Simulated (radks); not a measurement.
In I, 49 electrons, occupied as [Kr] 4d10 5s2 5p1. Method: Dirac Kohn-Sham, PBEsol, spin-unpolarised, spherical densities, finite nucleus; open shells fill j = l - 1/2 first; Fermi nuclear charge, rms radius 4.6156 fm; computed with a radial shooting solver on a logarithmic mesh with Libxc functionals.

Spin-orbit splittings of the eigenvalues, e(l+1/2) - e(l-1/2), with zeta = 2 splitting/(2l+1) and mean radii in bohr:

shell  occ.  splitting (eV)  zeta (eV)  <r> j=l-1/2  <r> j=l+1/2
2p        6           210.7      140.5       0.1085       0.1138
3p        6           38.06      25.37       0.3396       0.3507
3d       10           7.800      3.120       0.3224       0.3259
4p        6           6.676      4.450       0.9012       0.9318
4d       10          0.8610     0.3444        1.174        1.192
5p        1          0.3044     0.2030        3.594        3.781
